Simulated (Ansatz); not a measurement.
How the barrier moves along a series

Four-centre ligand exchange, with the halogen changed down its group and all else kept; in the first member these bonds form or tighten: F–Si, H–H; these break or loosen: F–H, H–Si.

Gas-phase electronic energies, without zero-point energy, by CCSD(T) at an estimated basis limit (MP2 extrapolated from triple and quadruple zeta, plus CCSD(T) − MP2 in triple zeta); Ansatz 0.2.0, def2-TZVPP and QZVPP, frozen cores, on PBE0-D4/def2-TZVP structures. Extrapolation: Hartree–Fock as exp(−7.88 √X), correlation as X^−2.97. All energies, in kcal/mol, count from the separated reactants, without counterpoise correction; the start and end structures are the complexes reached by relaxing down from the saddle, and deeper ones may exist. Brackets give SMILES, or, where every atom is bracketed, only which atoms are joined. Steps whose reference was doubtful or whose search ended elsewhere are left out.

| reactants | products | start structure | saddle | end structure | saddle by PBE0-D4/TZ |
| --- | --- | --- | --- | --- | --- |
| Si₂H₆ ([SiH3][SiH3]) + HF | Si₂H₅F ([F][SiH2][SiH3]) + H₂ | -1.63 | 34.67 | -23.71 | 30.27 |
| Si₂H₆ ([SiH3][SiH3]) + HCl | Si₂H₅Cl ([SiH3][SiH2][Cl]) + H₂ | -1.42 | ? | -17.47 | 31.02 |
| Si₂H₆ ([SiH3][SiH3]) + HBr | Si₂H₅Br ([SiH3][SiH2][Br]) + H₂ | -1.62 | 32.39 | -17.93 | 28.46 |

What is the height of the saddle for Si₂H₆ ([SiH3][SiH3]) + HCl? (An estimate is asked for; the value comes from the calculation.)

Computed: 35.32 kcal/mol relative to the separated reactants, the highest of the series; above its start structure the barrier is 35.32 − (-1.42) ≈ 36.73 kcal/mol.

How do the PBE0-D4 saddles lie against the coupled-cluster estimate?

All lower, by 3.93 to 4.40 kcal/mol.

No T1 diagnostic of these runs exceeds 0.015. The filled d shells of Br are correlated in sets not built for that, so values that involve them are less sure.

For scale, one of the runs: CCSD(T)/def2-TZVPP, 230 basis functions, launched by `ansatz run in.yaml --threads 4 --pin off --events-out ev --progress --plain --max-ram 9574MiB`. The run took 81 s on 4 CPU threads of an Arm Neoverse V2 (shared host), with 3.6 GiB of host memory at its peak.
